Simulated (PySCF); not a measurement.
Computed with PBE-D3(BJ)/def2-TZVP // B3LYP-D3(BJ)/def2-TZVP (PySCF). All species are isolated molecules in the gas phase. Excitations are Tamm–Dancoff values on a coarser integration grid. The basis has no diffuse functions, so Rydberg states are missing or too high.

Reference species (SMILES): `[Al]([NH2])([NH2])[NH2]` (neutral, multiplicity 1).

```json
{
 "S1 oscillator strength": "0.004",
 "S1–T1 gap (TDA)": "0.23 eV",
 "LUMO": "-0.50 eV"
}
```

After one change: the S1 oscillator strength hardly moves; the S1–T1 gap (TDA) hardly moves; the LUMO rises by 0.07 eV.

**Question.** Name the change that produced these shifts. The new species is one of these.
A. `[CH3][Al]([CH3])[NH2]`
B. `[CH3][Al]([NH2])[NH2]`
C. `[CH3][Al]([CH3])[CH3]`

**Answer.** B, `[CH3][Al]([NH2])[NH2]`
